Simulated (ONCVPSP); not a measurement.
# Ag, ONCV: configuration errors across variants

```
Element                 : silver
Generator               : ONCVPSP 4.0.1
Type                    : optimised norm-conserving Vanderbilt (ONCV)
Functional              : PBE
Relativity              : fully relativistic
Frozen core             : [Ar] 3d10
Valence charge          : 19
Reference configuration : 4s2 4p6 4d10 5s1
Partial waves           : 4s+5s: rc 1.55 bohr, ncon 4, nbas 7, qcut 8.7 1/bohr, 2 projectors; 4p: rc 1.40 bohr, ncon 4, nbas 8, qcut 8.2 1/bohr, 2 projectors, debl 3.9 Ha; 4d: rc 1.40 bohr, ncon 4, nbas 9, qcut 10.2 1/bohr, 2 projectors, debl 0.4 Ha
Local potential         : polynomial inside 0.95 bohr (lpopt 5, dvloc0 3 Ha)
Core correction         : none
```

Open shells are filled in proportion to 2j + 1.

All-electron excitation energies from the reference (eV): (1) 4s2 4p6 4d10 5s0 7.759; (2) 4s2 4p6 4d9 5s0 29.875; (3) 4s2 4p6 4d8 5s0 66.065.

Errors AE − PS in meV (a dash: test not solved or not reliable):

```tsv
change	(1)	(2)	(3)	bound ghosts	GHOST(+) flags above zero
base	0.0	+0.4	+2.8	none	none
local potential polynomial inside 1.05 bohr (lpopt 5, dvloc0 1 Ha)	0.0	+0.5	+2.9	none	s
local potential polynomial inside 0.95 bohr (lpopt 5, dvloc0 -1 Ha)	0.0	+0.4	+2.7	none	s
s: qcut 12.4; p: qcut 11.7; d: qcut 14.6	+0.1	+0.3	+1.8	none	s
d: debl 2.05	0.0	+0.5	+2.9	none	none
s: nbas 8	0.0	+0.4	+2.8	none	s
```

(1) Give the same row for: p: rc 1.18.

Results:

(1) 0.0, +0.4, +2.1; bound ghosts: none; GHOST(+) flags above zero: none.
